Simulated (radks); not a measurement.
The numbers below are computed, except where a source is named.
Excited configurations of Be III: one electron is placed in a higher orbital outside 1s1. The ground configuration is [He]. Code: a radial shooting solver on a logarithmic mesh with Libxc functionals. Model: scalar-relativistic Kohn-Sham, PBE, spin-unpolarised, spherical densities, point nucleus. Excitation = E - E(ground); binding = E(ion) - E, where the ion is the core of charge +3; n* = 3/sqrt(2 binding) in atomic units, and the quantum defect is n - n*.

outer orbital  excitation (eV)  binding (eV)     n*  quantum defect  eigenvalue (eV)  <r> (bohr)
2s                      124.28        34.499  1.884           0.116          -29.066       1.777
3s                      143.66        15.112  2.847           0.153          -12.886       4.082
3d                      145.35        13.421  3.021          -0.021          -10.845       3.530
5s                      153.38         5.397  4.763           0.237           -4.696       11.55
5d                      153.68         5.097  4.901           0.099           -4.371       11.23
6s                      155.03         3.746  5.718           0.282           -3.279       16.73
6f                      155.23         3.542  5.880           0.120           -3.042       15.69
7p                      156.08         2.700  6.734           0.266           -2.370       23.00
7d                      156.12         2.651  6.796           0.204           -2.318       22.76

The Delta-SCF ionisation energy is 158.78 eV (NIST Atomic Spectra Database: 153.90 eV, theoretical). Self-interaction in the functional shifts the binding energies and quantum defects, so they are the method's values and not measured ones. Spin polarisation and multiplet splitting are left out, so open shells lie too high by an amount that depends on their filling.

Beside tabulated values, note that spin-unpolarised runs miss the spin-polarisation part of the exchange energy of open shells.
